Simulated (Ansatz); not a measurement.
C₄H₁₁AlO₂ (SMILES C[O][AlH][O]C(C)C), singlet, at a GFN2-xTB geometry (such geometries of metal compounds can be far from the true shape); CASSCF(4,3)/STO-3G run with Ansatz (a quantum-chemistry and plane-wave program).

The Ansatz input:
Ansatz 0.2 input:
```yaml
crystal:
  periodic: [false, false, false]
  atoms:
    - {symbol: Al, position_ang: [-0.48862147, 0.99291741, 0.43921078]}
    - {symbol: H, position_ang: [-0.91489775, 1.42517744, 1.80730811]}
    - {symbol: O, position_ang: [-0.37144765, 2.21969851, -0.65630922]}
    - {symbol: C, position_ang: [-0.28223560, 3.28531501, -1.55554001]}
    - {symbol: H, position_ang: [0.50753377, 3.97272353, -1.24162089]}
    - {symbol: H, position_ang: [-0.05322012, 2.91859542, -2.55914003]}
    - {symbol: H, position_ang: [-1.23075754, 3.82757293, -1.58532823]}
    - {symbol: O, position_ang: [-0.23249356, -0.61846625, 0.23824110]}
    - {symbol: C, position_ang: [0.06382458, -1.98380892, 0.20180123]}
    - {symbol: C, position_ang: [0.20778701, -2.51999399, 1.62451851]}
    - {symbol: C, position_ang: [1.33928678, -2.21867697, -0.60530029]}
    - {symbol: H, position_ang: [-0.77382058, -2.49902759, -0.29224394]}
    - {symbol: H, position_ang: [1.03275328, -2.01544460, 2.12245162]}
    - {symbol: H, position_ang: [0.39775864, -3.59004477, 1.60932423]}
    - {symbol: H, position_ang: [-0.70387384, -2.32615307, 2.18414975]}
    - {symbol: H, position_ang: [1.21826112, -1.82155364, -1.61026954]}
    - {symbol: H, position_ang: [2.17158898, -1.70538626, -0.12792593]}
    - {symbol: H, position_ang: [1.56030626, -3.28125485, -0.66477670]}
basis:
  gaussian:
    orbitals: STO-3G
hamiltonian:
  xc: hf
magnetization: {spin_polarized: false}
correlation: {active_space: {window: {electrons: 4, orbitals: 3}}}
```

What the program printed (banner, timings and long lists left out):

```
Functional definition: HF
680 factors; integrals over basis functions are off by at most 3.4e-5 eV
mean field evaluation 1: about -14765.7759 eV, gradient 3.3e1 eV
mean field evaluation 2: about -14766.1436 eV, gradient 3.3e1 eV
mean field evaluation 4: about -14769.8057 eV, gradient 1.8e0 eV
mean field evaluation 8: about -14769.8183 eV, gradient 1.6e-4 eV
mean field -14769.81829749 eV, -542.7808110903 hartree, gradient 2.4e-6 eV, S^2 0.000000; 0 other end points of the search recorded, 0 dependent functions left out
reference -14769.81829749 eV, -542.7808110903 hartree; 32, 32 occupied and 18, 18 virtual orbitals, 680 factors
state -14770.27716859 eV, -542.7976742923 hartree
Total energy: -14770.27716859 eV, -542.7976742923 hartree
```
